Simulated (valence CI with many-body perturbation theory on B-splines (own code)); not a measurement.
Results of a calculation; reference values are marked as such.
**A CI+MBPT run for Tc XIII**

Level of theory: relativistic CI+MBPT: three valence electrons over a frozen Dirac-Fock core [Ar] 3d10, radial functions for each j: 6 s, 6 p, 5 d, 3 f, 1 g, with the one-electron correlation potential Σ1 (screened to all orders), the two-electron term Σ2, the three-electron term Σ3, Breit, model QED; selected single and double excitations, second order for the rest, scaled by the run's own slope (own B-spline code, finite nucleus).

Command, and the settings that its task file holds:

```sh
python run_cv.py task.json out
```

```
atom Tc  Z=43  mass_number=97  rms_radius_fm=4.4112
core [Ar] 3d10
valence 4s2 4p1
avg = 1
basis = S
breit = 1
cap = 20000
capref = 1200
cscale = 1
de = 0.0
dress = 0
eps = 2e-08
extrap = 1
h = 0.27
hh = 1
l2 = 3
lcore = 6
maxit = 60
n2 = 5
natural = 1
nlev = 30
nno = [3, 3, 3, 2, 1]
nroot = 26
nsp = [3, 3, 2, 1, 0]
pt2 = 1
qed = 1
rpa = 1
s1 = 1
s2 = 1
s3 = 1
screen = 1
tol = 2e-05
whole = 1
```

It took 28 s on 1 thread of Arm Neoverse V1 (shared host).

Log. The first blocks belong to the next ion, which gives the ionisation energy. Fields: 2J, parity (1 odd), roots, reference size, generating configurations, candidates as configurations/state functions, variational space P, stored matrix elements, Davidson steps; e2 is the range of second-order energies in hartree. The first line gives the box (bohr), its intervals, the orbitals and the steps of their self-consistent field. Window is the range of levels sought, series limit the energy at which the first omitted orbital would enter, core excitation an estimate of the first excitation out of the core, left out the lowest levels not solved, and shifts from estimates the range by which levels moved from their first estimate, all in cm⁻¹.

```
rmax 8.8 intervals 62 orbitals 36 references ['4s2 4p', '4s 4p2', '4s2 4d', '4p3', '4s 4p 4d'] scf 5 t 1.3
2J=0 par=0 roots 2 ref 15 generators 5 cand 92/92 P 107/107 nnz 0 it 0
   second order: generators 14 cand 0/0 e2 -0.00000 -0.00000
reference levels 342, estimated 68, window 710106 1/cm; series limit 1328224, core excitation 2020010
2J=1 par=1 roots 5 ref 37 generators 12 cand 35/53 P 1186/1724 nnz 0 it 3
2J=1 par=1 roots 5 ref 37 generators 19 cand 198/310 P 1384/2034 nnz 0 it 6
   second order: generators 47 cand 1289/1930 e2 -0.00000 -0.00000
2J=3 par=1 roots 9 ref 57 generators 19 cand 63/136 P 1345/2707 nnz 1.1e+06 it 4
2J=3 par=1 roots 9 ref 57 generators 25 cand 186/459 P 1531/3166 nnz 1.5e+06 it 5
   second order: generators 56 cand 1705/3620 e2 -0.00001 -0.00000
2J=1 par=0 roots 4 ref 30 generators 15 cand 56/87 P 1072/1569 nnz 0 it 3
2J=1 par=0 roots 4 ref 30 generators 24 cand 219/327 P 1291/1896 nnz 0 it 5
   second order: generators 47 cand 1599/2350 e2 -0.00000 -0.00000
2J=3 par=0 roots 5 ref 41 generators 12 cand 74/156 P 1167/2392 nnz 0 it 3
2J=3 par=0 roots 5 ref 41 generators 21 cand 178/354 P 1345/2746 nnz 1.1e+06 it 4
   second order: generators 47 cand 1884/4022 e2 -0.00001 -0.00000
2J=5 par=0 roots 4 ref 36 generators 14 cand 55/149 P 1149/2492 nnz 0 it 3
2J=5 par=0 roots 4 ref 36 generators 18 cand 214/523 P 1363/3015 nnz 1.4e+06 it 4
   second order: generators 33 cand 1522/3808 e2 -0.00001 -0.00000
2J=5 par=1 roots 7 ref 50 generators 12 cand 171/424 P 1305/2968 nnz 1.4e+06 it 4
2J=5 par=1 roots 7 ref 50 generators 25 cand 194/547 P 1499/3515 nnz 1.9e+06 it 5
   second order: generators 44 cand 1721/4055 e2 -0.00001 -0.00000
2J=7 par=1 roots 4 ref 36 generators 9 cand 149/377 P 1183/2666 nnz 1.1e+06 it 4
2J=7 par=1 roots 4 ref 36 generators 20 cand 145/379 P 1328/3045 nnz 1.5e+06 it 5
   second order: generators 34 cand 1508/3814 e2 -0.00001 -0.00000
2J=9 par=1 roots 1 ref 19 generators 2 cand 118/241 P 492/946 nnz 0 it 0
2J=9 par=1 roots 1 ref 19 generators 5 cand 181/380 P 673/1326 nnz 0 it 4
   second order: generators 11 cand 1070/2484 e2 -0.00000 -0.00000
left out: unestimated 1025539, estimated 778478, shifts from estimates -3 to 1
operators 2.3
```

The Davidson iterations converged.

No measured levels were compared; by estimate levels hold to about 250 cm⁻¹ or 0.2 % of their energy and the worst to 1 %, as in measured heavy ions of charge 2 to 7; those with d or f electrons hold less well.

```yaml
Valence_energy: -33.64119 hartree
Ionisation_energy: "262.88 eV (NIST: 262.08 ± 0.12 eV (semi-empirical))"
Reference_configurations_for_the_orbitals: 4s2 4p, 4s 4p2, 4s2 4d, 4p3, 4s 4p 4d
Radial_orbitals: 36
Box_radius: 8.816 bohr
Largest_variational_space: 3515
Lowest_levels: 4s²4p ²P°_1/2 0.000, 4s²4p ²P°_3/2 4.161, 4s4p² ⁴P_1/2 26.435, 4s4p² ⁴P_3/2 28.507, 4s4p² ⁴P_5/2 30.294, 4s4p² ²D_3/2 35.268, 4s4p² ²D_5/2 36.351, 4s4p² ²P_1/2 39.652, 4s4p² ²S_1/2 43.791, 4s4p² ²P_3/2 44.645, 4s²4d ²D_3/2 56.862, 4s²4d ²D_5/2 57.507, 4p³ ⁴S°_3/2 [a] 65.903, 4p³ ⁴S°_3/2 [b] 68.093 eV
```

Names give the largest LS component (configuration and term), which can be under half, so a name can repeat, a term be missing and a line seem to break the LS rules; names also repeat where a configuration has a term twice. Letters in brackets count levels of one name in rising energy.
